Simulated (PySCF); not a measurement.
Geometry (Å), atoms numbered from 1 in this order:
```xyz
18

B     2.9252    0.6276    0.2721
P     1.6851   -0.7707   -0.1540
C    -0.0847   -0.3744   -0.0761
C    -0.7867   -0.5215    1.1253
C    -2.1241   -0.1398    1.2024
C    -2.7656    0.3953    0.0864
C    -2.0665    0.5516   -1.1096
C    -0.7290    0.1717   -1.1918
H     2.6381    0.9254    1.4221
H     4.0243    0.1116    0.1370
H     2.6662    1.4966   -0.5477
H     1.8093   -1.3424   -1.4452
H     1.7666   -1.9437    0.6377
H    -0.2898   -0.9344    2.0073
H    -2.6679   -0.2605    2.1421
H    -3.8147    0.6934    0.1495
H    -2.5648    0.9731   -1.9856
H    -0.1861    0.3030   -2.1316
```

Geometry: PBE0-D3(BJ)/def2-SVP; GIAO absolute shieldings from PySCF, gas phase, non-relativistic, averaged over equivalent atoms.

At PBE0/cc-pVDZ (166 basis functions, 29 s wall time on 1 thread of an Intel Xeon Platinum 8488C, shared host):
```csv
atoms,σ (ppm)
B1,155.0
P2,440.5
C4/C8,65.4
C6,66.6
C5/C7,67.7
C3,68.5
H14/H18,23.81
H16,23.86
H15/H17,23.89
H12/H13,25.93
H9/H10/H11,30.14
```

Q: What do these become at PBE0/aug-cc-pVDZ?

A: 
```
     atoms  σ at PBE0/aug-cc-pVDZ  change
        B1                  152.4    -2.6
        P2                  436.0    -4.5
     C4/C8                   64.8    -0.6
        C6                   66.0    -0.6
     C5/C7                   67.1    -0.6
        C3                   67.2    -1.3
   H14/H18                  23.64   -0.17
       H16                  23.68   -0.18
   H15/H17                  23.73   -0.16
   H12/H13                  25.80   -0.13
H9/H10/H11                  30.18   +0.04
```

The largest change is at P2 (phosphorus bonded to C, B, 2 H). Cost: 278 basis functions, 59 s wall time on 1 thread of an Intel Xeon Platinum 8488C, shared host. The order of the carbon signals is the same at both levels.
